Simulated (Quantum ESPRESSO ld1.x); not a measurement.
All-electron atom: Te41+ in [Ne] 3s1. Calculated with ld1.x of Quantum ESPRESSO 7.5: non-relativistic Kohn-Sham, LDA (Slater exchange, Perdew-Zunger correlation), spin-polarised, spherical densities, point nucleus; open shells are filled with parallel spins first; relativity is left out, which matters for an element this heavy.

Unscreened Slater integrals over Kohn-Sham orbitals (hartree). They are taken over the spin-up orbitals. Empty in this configuration: 3d, 3p, 4f, 4s.

integral     value
F0(4f,4f)   2.1243
F2(4f,4f)   1.1872
F4(4f,4f)  0.79244
F6(4f,4f)  0.58600
F0(4f,4s)   1.8295
G3(4f,4s)  0.43498
F0(4f,3d)   2.5250
F2(4f,3d)   1.0412
F4(4f,3d)  0.61020
G1(4f,3d)   1.0617
G3(4f,3d)  0.64439
G5(4f,3d)  0.45180
F0(4f,3p)   2.4558
F2(4f,3p)   1.1589
G2(4f,3p)  0.99945
G4(4f,3p)  0.68041
F0(4s,4s)   1.6767
F0(4s,3d)   2.1086
G2(4s,3d)  0.19622
F0(4s,3p)   2.0545
G1(4s,3p)  0.22173
F0(3d,3d)   3.7525
F2(3d,3d)   1.9625
F4(3d,3d)   1.2753
F0(3d,3p)   3.4241
F2(3d,3p)   1.6376
G1(3d,3p)   1.6612
G3(3d,3p)   1.1384
F0(3p,3p)   3.2357
F2(3p,3p)   1.6290
